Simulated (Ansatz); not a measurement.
Consider the formal exchange of groups at a B–N bond: `C=NB(O)F` + GeH₄ → `O[B](F)[GeH3]` + `C=N`.

Isolated molecules relaxed with PBE0-D4/def2-TZVP in Ansatz; ΔE leaves out vibrations. CBS: MP2 limit from def2 TZ/QZ plus the TZ coupled-cluster correction, frozen cores. This one scheme is used for every species. DFT in def2-TZVPP. B3LYP here is the variant with VWN-RPA as its local correlation; programs differ in this. For Ge outer-core shells are correlated without core-valence functions, which leaves a few kJ/mol of doubt a bond. Scalar relativity is left out up to krypton. Each species was taken in one conformer, which may not be the lowest.

CCSD(T)/CBS gives +0.69 eV.

Q: Another level gave +0.79 eV. Which?
A. ωB97X-V/def2-TZVPP
B. B3LYP-D4/def2-TZVPP
C. BHLYP-D4/def2-TZVPP
D. PBE-D4/def2-TZVPP

A: B. B3LYP-D4 0.79, ωB97X-V 0.73, BHLYP-D4 0.84, PBE-D4 0.69 eV.

Largest T1 diagnostic among the species: 0.013.

From PBE to PBE0 (25 % exact exchange), in def2-TZVPP and without D4, ΔE moves by +0.05 eV. Leaving LDA and LC-ωPBE aside and taking each functional with its dispersion term where it has one, the values spread over 0.15 eV, from PBE-D4 to BHLYP-D4. LDA lies +0.10 eV from PBE without D4. At CCSD(T), def2-SVP lies +0.21 eV from the extrapolated value and def2-TZVPP +0.02 eV.
